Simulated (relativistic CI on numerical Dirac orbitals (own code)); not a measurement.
# d1 to d9 in one octahedral field

Computed with a parametric ligand-field model without spin-orbit coupling, by exact diagonalisation: B = 660, C = 3100, 10Dq = 16500 cm⁻¹ (Oh; |10Dq|/B = 25.0) for every shell. Energies in cm⁻¹; the field energy is (0.6 n_e − 0.4 n_t2) × 10Dq of the ground term; g labels are left out.

```tsv
Shell	Ground term	Electrons in e	Field energy	First spin-allowed bands	Lowest term of other spin
d1	2T2	0.000	-6600	2E 16500	
d2	3T1	0.029	-12730	3T2 15198, 3T1 23797	1T2 10515
d3	4A2	0.000	-19800	4T2 16500, 4T1 23100	2E 14179
d4	5E	1.000	-9900	5T2 16500	3T1 1746
d5	?	?	?	?	?
d6	1A1	0.061	-38590	1T1 14644, 1T2 22664	5T2 6838
d7	2E	1.046	-28935	2T1 14495, 2T2 15139	4T1 1997
d8	3A2	2.000	-19800	3T2 16500, 3T1 23100	1E 11325
d9	2E	3.000	-9900	2T2 16500
```

(1) Fill in the row of d5.

Results:

(1) Ground term: 6A1; Electrons in e: 2.000; Field energy: 0; First spin-allowed bands: none; Lowest term of other spin: 2T2 5563. Low spin: d6, d7; the other shells keep the spin of the free ion. Only d4 to d7 can choose; the field needed to pair spins is smallest for d6 and largest for d5, which loses most exchange energy. In the strong-field picture 10Dq must exceed about 6B + 5C = 19460 (d4), 7.5B + 5C = 20450 (d5), 2.5B + 4C = 14050 (d6) and 4B + 4C = 15040 (d7); mixing of terms shifts these bounds somewhat.
